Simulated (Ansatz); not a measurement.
H4N2Si, SMILES `N[Si]N` (lower singlet) (charge 0, multiplicity 1). This singlet lies 2.50 eV below the relaxed triplet at the level frozen-core CCSD(T)/cc-pVTZ // PBE0-D3(BJ)/def2-TZVP (Ansatz, a quantum-chemistry and plane-wave program).

Cartesian coordinates (Å):
```xyz
7

N     -1.3065    -0.1561     0.0400
Si     0.0893    -0.7809     0.8189
N      1.3117     0.1101     0.0083
H     -1.3477     0.5417    -0.6881
H     -2.2218    -0.4863     0.2971
H      2.2807    -0.0286     0.2426
H      1.1943     0.8001    -0.7188
```
Charge 0, multiplicity 1.

Frozen-core energies in 6-31g from Ansatz at a geometry from PBE0-D3(BJ)/def2-TZVP; the HF reference has <S^2> = 0.00 and the T1 diagnostic is 0.017.

```csv
level,energy (Ha),difference from CCSDTQ (mHa)
HF,-400.10516,297.74
MP2,-400.37179,31.11
CCSD,-400.39534,7.56
CCSD(T),-400.40156,1.34
CCSDT,-400.40204,0.86
CCSDT(Q),-400.40299,-0.09
CCSDTQ,-400.40290,0.00
```
